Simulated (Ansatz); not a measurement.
The lowest singlet and triplet of C6H4 (SMILES [c]1cc[c]cc1); geometries from B3LYP-D3(BJ)/def2-TZVP, each state relaxed from the structure named, with no frequency check, low spin by broken symmetry.
Singlet (charge 0, multiplicity 1):
```xyz
10

C     -0.053     1.331    -0.043
C      1.186     0.756    -0.037
C      1.242    -0.660     0.009
C      0.053    -1.331     0.043
C     -1.186    -0.756     0.037
C     -1.242     0.660    -0.009
H      2.106     1.326    -0.064
H      2.205    -1.156     0.016
H     -2.106    -1.326     0.064
H     -2.205     1.156    -0.016
```

```json
[
 {"level": "R-HF/cc-pVDZ", "gap E(singlet) − E(triplet), vertical, at the singlet's geometry (kJ/mol)": "371.4", "cost": "-"},
 {"level": "R-HF/cc-pVTZ", "gap E(singlet) − E(triplet), vertical, at the singlet's geometry (kJ/mol)": "371.3", "cost": "-"},
 {"level": "R-SVWN5/def2-TZVPP", "gap E(singlet) − E(triplet), vertical, at the singlet's geometry (kJ/mol)": "-7.4", "cost": "×0.7"},
 {"level": "U-SVWN5/def2-TZVPP (spin-contaminated)", "gap E(singlet) − E(triplet), vertical, at the singlet's geometry (kJ/mol)": "-25.9", "cost": "×2"},
 {"level": "R-PBE/def2-TZVPP", "gap E(singlet) − E(triplet), vertical, at the singlet's geometry (kJ/mol)": "20.6", "cost": "×1"},
 {"level": "U-PBE/def2-TZVPP (spin-contaminated)", "gap E(singlet) − E(triplet), vertical, at the singlet's geometry (kJ/mol)": "-18.5", "cost": "×3"},
 {"level": "R-r2SCAN/def2-TZVPP", "gap E(singlet) − E(triplet), vertical, at the singlet's geometry (kJ/mol)": "70.5", "cost": "×2"},
 {"level": "U-r2SCAN/def2-TZVPP (spin-contaminated)", "gap E(singlet) − E(triplet), vertical, at the singlet's geometry (kJ/mol)": "-13.7", "cost": "×6"},
 {"level": "R-B3LYP/def2-TZVPP", "gap E(singlet) − E(triplet), vertical, at the singlet's geometry (kJ/mol)": "72.0", "cost": "×1"},
 {"level": "U-B3LYP/def2-TZVPP (spin-contaminated)", "gap E(singlet) − E(triplet), vertical, at the singlet's geometry (kJ/mol)": "-13.0", "cost": "×3"},
 {"level": "R-PBE0/def2-TZVPP", "gap E(singlet) − E(triplet), vertical, at the singlet's geometry (kJ/mol)": "96.5", "cost": "×2"},
 {"level": "U-PBE0/def2-TZVPP (spin-contaminated)", "gap E(singlet) − E(triplet), vertical, at the singlet's geometry (kJ/mol)": "-11.8", "cost": "×4"},
 {"level": "R-BHLYP/def2-TZVPP", "gap E(singlet) − E(triplet), vertical, at the singlet's geometry (kJ/mol)": "165.7", "cost": "×2"},
 {"level": "U-BHLYP/def2-TZVPP (spin-contaminated)", "gap E(singlet) − E(triplet), vertical, at the singlet's geometry (kJ/mol)": "-9.4", "cost": "×5"},
 {"level": "R-wB97X-V/def2-TZVPP", "gap E(singlet) − E(triplet), vertical, at the singlet's geometry (kJ/mol)": "135.4", "cost": "×3"},
 {"level": "U-wB97X-V/def2-TZVPP (spin-contaminated)", "gap E(singlet) − E(triplet), vertical, at the singlet's geometry (kJ/mol)": "-10.6", "cost": "×10"},
 {"level": "R-wB97M-V/def2-TZVPP", "gap E(singlet) − E(triplet), vertical, at the singlet's geometry (kJ/mol)": "113.6", "cost": "×3"},
 {"level": "U-wB97M-V/def2-TZVPP (spin-contaminated)", "gap E(singlet) − E(triplet), vertical, at the singlet's geometry (kJ/mol)": "-11.6", "cost": "×8"},
 {"level": "R-B2PLYP/def2-TZVPP", "gap E(singlet) − E(triplet), vertical, at the singlet's geometry (kJ/mol)": "1.7", "cost": "×3"},
 {"level": "U-B2PLYP/def2-TZVPP (spin-contaminated)", "gap E(singlet) − E(triplet), vertical, at the singlet's geometry (kJ/mol)": "-8.0", "cost": "×7"},
 {"level": "R-MP2/cc-pVDZ", "gap E(singlet) − E(triplet), vertical, at the singlet's geometry (kJ/mol)": "-167.5", "cost": "-"},
 {"level": "R-MP2/cc-pVTZ", "gap E(singlet) − E(triplet), vertical, at the singlet's geometry (kJ/mol)": "-180.9", "cost": "-"},
 {"level": "R-SCS-MP2/cc-pVDZ", "gap E(singlet) − E(triplet), vertical, at the singlet's geometry (kJ/mol)": "-139.3", "cost": "-"},
 {"level": "R-SCS-MP2/cc-pVTZ", "gap E(singlet) − E(triplet), vertical, at the singlet's geometry (kJ/mol)": "-153.7", "cost": "-"},
 {"level": "R-CCSD/cc-pVDZ", "gap E(singlet) − E(triplet), vertical, at the singlet's geometry (kJ/mol)": "63.1", "cost": "-"},
 {"level": "R-CCSD/cc-pVTZ", "gap E(singlet) − E(triplet), vertical, at the singlet's geometry (kJ/mol)": "70.6", "cost": "-"},
 {"level": "R-CCSD(T)/cc-pVDZ", "gap E(singlet) − E(triplet), vertical, at the singlet's geometry (kJ/mol)": "-25.2", "cost": "×5"},
 {"level": "R-CCSD(T)/cc-pVTZ", "gap E(singlet) − E(triplet), vertical, at the singlet's geometry (kJ/mol)": "-22.1", "cost": "×30*"},
 {"level": "SA-CASSCF(2,2)/cc-pVDZ", "gap E(singlet) − E(triplet), vertical, at the singlet's geometry (kJ/mol)": "-5.6", "cost": "-"},
 {"level": "SA-CASSCF(2,2)/cc-pVTZ", "gap E(singlet) − E(triplet), vertical, at the singlet's geometry (kJ/mol)": "-5.1", "cost": "-"},
 {"level": "SC-NEVPT2 on SA-CASSCF(2,2)/cc-pVDZ", "gap E(singlet) − E(triplet), vertical, at the singlet's geometry (kJ/mol)": "-12.6", "cost": "-"},
 {"level": "SC-NEVPT2 on SA-CASSCF(2,2)/cc-pVTZ", "gap E(singlet) − E(triplet), vertical, at the singlet's geometry (kJ/mol)": "-12.0", "cost": "-"},
 {"level": "FIC-NEVPT4(SD) on SA-CASSCF(2,2)/cc-pVDZ", "gap E(singlet) − E(triplet), vertical, at the singlet's geometry (kJ/mol)": "-14.6", "cost": "-"},
 {"level": "FIC-NEVPT4(SD) on SA-CASSCF(2,2)/cc-pVTZ", "gap E(singlet) − E(triplet), vertical, at the singlet's geometry (kJ/mol)": "-13.7", "cost": "-"},
 {"level": "FIC-MRCISD+Q on SA-CASSCF(2,2)/cc-pVDZ", "gap E(singlet) − E(triplet), vertical, at the singlet's geometry (kJ/mol)": "-11.9", "cost": "-"},
 {"level": "FIC-MRCISD+Q on SA-CASSCF(2,2)/cc-pVTZ", "gap E(singlet) − E(triplet), vertical, at the singlet's geometry (kJ/mol)": "-10.7", "cost": "-"}
]
```

The rows run from -180.9 (R-MP2/cc-pVTZ) to 371.4 kJ/mol (R-HF/cc-pVDZ). In cc-pVTZ the value moves R-HF 371.3, R-MP2 -180.9, R-CCSD 70.6, R-CCSD(T) -22.1, a shift of -393.4 from R-HF to R-CCSD(T). From cc-pVDZ to cc-pVTZ R-CCSD(T) changes by 3.1. The 9 R-functionals in def2-TZVPP without D3 or D4 span 173.1, from R-SVWN5 to R-BHLYP.

A positive gap puts the triplet lower; no zero-point energy. R- takes a restricted singlet, here one determinant of a half-filled degenerate or near-degenerate pair, which mixes singlet states. U- takes an unrestricted singlet (broken symmetry where lower, unprojected). The triplet is unrestricted in single-reference levels. Active spaces average the two states.

Correlated levels freeze the cores.

Doubts at one or more of the structures used: a restricted determinant that unrestricted orbitals would lower (R-HF/cc-pVDZ, R-HF/cc-pVTZ, R-SVWN5/def2-TZVPP, R-PBE/def2-TZVPP, R-r2SCAN/def2-TZVPP, R-B3LYP/def2-TZVPP, R-PBE0/def2-TZVPP, R-BHLYP/def2-TZVPP, R-wB97X-V/def2-TZVPP, R-wB97M-V/def2-TZVPP, R-B2PLYP/def2-TZVPP, R-MP2/cc-pVDZ, R-MP2/cc-pVTZ, R-SCS-MP2/cc-pVDZ, R-SCS-MP2/cc-pVTZ, R-CCSD/cc-pVDZ, R-CCSD/cc-pVTZ, R-CCSD(T)/cc-pVDZ, R-CCSD(T)/cc-pVTZ); a spin-contaminated determinant (R-HF/cc-pVDZ, R-HF/cc-pVTZ, R-MP2/cc-pVDZ, R-MP2/cc-pVTZ, R-SCS-MP2/cc-pVDZ, R-SCS-MP2/cc-pVTZ, R-CCSD/cc-pVDZ, R-CCSD/cc-pVTZ, R-CCSD(T)/cc-pVDZ, R-CCSD(T)/cc-pVTZ); other coupled-cluster roots lie near (R-CCSD/cc-pVDZ, R-CCSD/cc-pVTZ, R-CCSD(T)/cc-pVDZ, R-CCSD(T)/cc-pVTZ).

Programs: Ansatz (a program for electronic structure) with Gaussian orbitals. Values without a source in brackets are computed.

Costs are rough ratios of core time to R-PBE/def2-TZVPP (about 17 s over the structures, on one shared machine); a dash marks a level with no comparable run of its own. A star marks coupled-cluster runs past 200 virtual orbitals, where the program's memory plan changes under this machine's limit, so their costs aren't comparable with smaller runs.
